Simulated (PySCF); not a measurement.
Electronic structure of Al²⁺ (aluminium, charge +2) at the PBE0 level

Configuration: [Ne] 3s1, 2S determinant. Calculation: PySCF 2.14, in cc-pVTZ-DK; scalar relativity by spin-free X2C-1e.

| Property | Result |
| --- | --- |
| Total energy | -241.7822 hartree |
| One-electron energy | -327.9117 hartree |
| Hartree (Coulomb) energy | 104.1722 hartree |
| Exchange-correlation energy | -18.0426 hartree |
| ⟨S²⟩ | 0.7500 |
| ⟨L²⟩ | 0.000 |
| Sum of ⟨r⟩ | 7.285 bohr |
| Sum of ⟨r²⟩ | 9.226 bohr² |
| Langevin diamagnetic susceptibility | -7.31 ×10⁻⁶ cm³/mol |
| Time after the integrals | 0.16 s of wall time on 1 thread of Neoverse-V1 (shared host) |

```
shell  electrons  mean orbital energy (hartree)  rms radius, mean of both spins (bohr)
 1s α          1                      -57.08830                                  0.139
 1s β          1                      -57.08185                                  0.139
 2s α          1                       -4.98403                                  0.681
 2s β          1                       -4.97035                                  0.681
 2p α          3                       -3.49345                                  0.674
 2p β          3                       -3.48424                                  0.674
 3s α          1                       -0.93680                                   2.35
```

Densities and radii are taken from the X2C orbitals without a picture-change correction, which distorts them close to the nucleus.
